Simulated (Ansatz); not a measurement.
Start from `[BH2][GeH2][CH3]` and change one atom or group to get `[CH3][GeH2][Cl]`.

Ansatz, PBE0-D4/def2-TZVP geometries, multiplicity 1. 

Scalar relativity is left out up to krypton.

| property | `[BH2][GeH2][CH3]` |
| --- | --- |
| HOMO energy (B3LYP/def2-TZVPP) / eV | -7.83 |
| LUMO energy (PBE/def2-TZVPP) / eV | -3.29 |
| size of the dipole moment (ωB97M-V/def2-TZVPP) / D | 0.62 |
| LUMO energy (B3LYP/def2-TZVPP) / eV | -2.50 |
| HOMO–LUMO gap (PBE0/def2-TZVPP) / eV | 5.74 |
| LUMO energy (PBE0/def2-TZVPP) / eV | -2.29 |

(1) Give the same properties after the change, and the shifts. (An estimate is asked.)

## Answers

(1) Computed: 
| property | `[CH3][GeH2][Cl]` | shift |
| --- | --- | --- |
| HOMO energy (B3LYP/def2-TZVPP) / eV | -8.23 | -0.40 |
| LUMO energy (PBE/def2-TZVPP) / eV | -0.79 | 2.50 |
| size of the dipole moment (ωB97M-V/def2-TZVPP) / D | 2.44 | 1.82 |
| LUMO energy (B3LYP/def2-TZVPP) / eV | -0.12 | 2.38 |
| HOMO–LUMO gap (PBE0/def2-TZVPP) / eV | 8.65 | 2.91 |
| LUMO energy (PBE0/def2-TZVPP) / eV | 0.15 | 2.44 |

With PBE0 the HOMO falls by 0.47 eV and the LUMO rises by 2.44 eV, so the gap widens by about 2.91 eV. PBE moves the HOMO by -0.30 eV and ωB97M-V by -0.54 eV. Dipoles are sizes alone; their direction can turn.

B3LYP here is the variant with VWN-RPA as its local correlation; programs differ in this.
